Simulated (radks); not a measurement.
Results of a calculation; reference values are marked as such.
Ionisation of the rubidium ion Rb3+, [Ar] 3d10 4s2 4p4, to Rb4+, [Ar] 3d10 4s2 4p3, under several functionals. Dirac Kohn-Sham, spin-unpolarised, spherical densities, finite nucleus; open shells fill j = l - 1/2 first; a radial shooting solver on a logarithmic mesh with Libxc functionals.

functional                          E(Rb3+) (hartree)  Exc (hartree)  IE (eV)  -e(HOMO) (eV)  <r> HOMO (bohr)  IE error (eV)
RPBE                                      -2979.06276     -100.01384   53.079         46.288            1.583         +0.879
SOGGA                                     -2976.69303      -97.60745   53.031         46.231            1.581         +0.831
exchange-only B88                         -2977.58180      -98.51333   51.968         45.162            1.588         -0.232
BP86                                      -2979.53247     -100.49013   53.250         46.439            1.580         +1.050
B86b exchange with PBE correlation        -2979.28202     -100.23550   53.152         46.351            1.582         +0.952

NIST Atomic Spectra Database: 52.2 eV (semi-empirical). Closest: exchange-only B88. The Delta-SCF values span 1.28 eV, the total energies 2.84 hartree. The highest occupied level is 4p3/2. Spin polarisation and multiplet splitting are left out, so open shells lie too high by an amount that depends on their filling.

Beside tabulated values, note that spin-unpolarised runs miss the spin-polarisation part of the exchange energy of open shells.
